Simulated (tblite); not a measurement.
Compound: C6H9O2 (doublet state).
Numbering: `[CH2:1]=[CH:2][CH2:3][CH2:4][CH2:5][C:6]([O:7])=[O:8]` (hydrogens: H9, H10 on C1; H11 on C2; H12, H13 on C3; H14, H15 on C4; H16, H17 on C5)

Cartesian coordinates in Å at the GFN2-xTB level; atoms count from 1:
```xyz
17
C6H9O2 angstrom
C     -2.138    0.967    0.222
C     -1.702   -0.276    0.299
C     -0.409   -0.668    0.946
C      0.625   -1.109   -0.094
C      1.008   -0.019   -1.047
C      2.051    1.075   -0.192
O      3.170    0.878   -0.564
O      1.393    1.740    0.552
H     -1.578    1.784    0.648
H     -3.067    1.219   -0.260
H     -2.273   -1.088   -0.135
H     -0.581   -1.490    1.644
H     -0.010    0.183    1.500
H      0.203   -1.926   -0.695
H      1.515   -1.513    0.398
H      1.612   -0.355   -1.884
H      0.176    0.611   -1.348
```

Method: GFN2-xTB as coded in tblite; computed harmonic values from a numerical Hessian at the method's own geometry, unscaled. Errors from tens to a few hundred cm⁻¹ against measured bands are possible. One conformer, not necessarily the lowest. Open shells enter through the occupations alone, without spin polarisation, and single modes of such species can be off by tens of per cent.

Harmonic wavenumbers (cm⁻¹): 29.6, 42.3, 68.5, 147.7, 191.0, 292.7, 341.2, 395.1, 422.2, 432.7, 612.2, 645.8, 673.4, 800.0, 864.1, 894.7, 918.0, 932.5, 972.9, 1023.4, 1046.6, 1080.6, 1120.0, 1145.4, 1180.1, 1215.4, 1282.7, 1298.6, 1312.0, 1325.6, 1397.3, 1408.3, 1426.1, 1460.3, 1712.7, 2015.0, 2887.2, 2960.9, 2975.2, 2999.2, 3018.7, 3046.5, 3047.2, 3102.5, 3130.4.

A = 3799, B = 1271, C = 1101 MHz; mass 113.060 u (most abundant isotopes); point group C1, symmetry number 1; spin multiplicity 2.

Task: What is the zero-point energy?

Result: Half the sum of the wavenumbers: 29647 cm⁻¹ = 84.77 kcal/mol.

Task: What is S at 298.15 K and 1 bar for an ideal gas of classical rigid rotors and harmonic oscillators?

Result: Translation 40.11, rotation 28.49, vibration 28.12, spin (R ln 2) 1.38: S = 98.1 cal/(mol K).

Task: And Cp and H(298.15 K) − H(0)?

Result: Cp = 34.02 cal/(mol K), of which vibrations give 26.07 (their classical limit is 45 R = 89.4); H(298.15 K) − H(0) = 6.40 kcal/mol without the zero-point energy, 4.03 from vibrations.

Task: How do the functions run with temperature in this model?

Result: 
```json
{"T (K)": "100", "S (cal/(mol K))": "71.8", "Cp (cal/(mol K))": "17.6", "H − H(0) (kcal/mol)": "1.34", "G − H(0) (kcal/mol)": "-5.84", "ln q(vib)": "2.54"}
{"T (K)": "200", "S (cal/(mol K))": "86.4", "Cp (cal/(mol K))": "25.4", "H − H(0) (kcal/mol)": "3.49", "G − H(0) (kcal/mol)": "-13.79", "ln q(vib)": "5.07"}
{"T (K)": "300", "S (cal/(mol K))": "98.3", "Cp (cal/(mol K))": "34.2", "H − H(0) (kcal/mol)": "6.46", "G − H(0) (kcal/mol)": "-23.03", "ln q(vib)": "7.39"}
{"T (K)": "500", "S (cal/(mol K))": "119.8", "Cp (cal/(mol K))": "50.5", "H − H(0) (kcal/mol)": "15.00", "G − H(0) (kcal/mol)": "-44.88", "ln q(vib)": "11.89"}
{"T (K)": "800", "S (cal/(mol K))": "147.3", "Cp (cal/(mol K))": "66.3", "H − H(0) (kcal/mol)": "32.74", "G − H(0) (kcal/mol)": "-85.07", "ln q(vib)": "18.35"}
{"T (K)": "1000", "S (cal/(mol K))": "162.8", "Cp (cal/(mol K))": "73.2", "H − H(0) (kcal/mol)": "46.72", "G − H(0) (kcal/mol)": "-116.11", "ln q(vib)": "22.37"}
```

q(vib) and H(0) count from the zero-point level.

Task: Blend soft modes into free rotors: weight 1/[1 + (100 cm⁻¹/ν̃)⁴] for the oscillator and the rest for a rotor with moment μB/(μ + B), μ = h/(8π²ν), B = 10⁻⁴⁴ kg m². What vibrational entropy results?

Result: 24.12 cal/(mol K) in place of 28.12, which changes −T·S at 298.15 K by +1.19 kcal/mol.

Task: Which modes carry the vibrational entropy at 298.15 K?

Result: 29.6 cm⁻¹: 5.86; 42.3 cm⁻¹: 5.15; 68.5 cm⁻¹: 4.20; 147.7 cm⁻¹: 2.70; 191.0 cm⁻¹: 2.22; 292.7 cm⁻¹: 1.46 cal/(mol K); the other 39 give 6.54 together.

Task: What must be added to the electronic energy to get the Gibbs energy at 298.15 K and 1 bar?

Result: ZPE + [H(298.15 K) − H(0)] − T·S = 84.77 + 6.40 − 29.25 = 61.92 kcal/mol.

Hindered rotation and anharmonicity are outside this model. Other conformers, if any are populated, would add a mixing term that is left out. The structure is chiral; the term R ln 2 for an equal mix with its mirror image is left out.
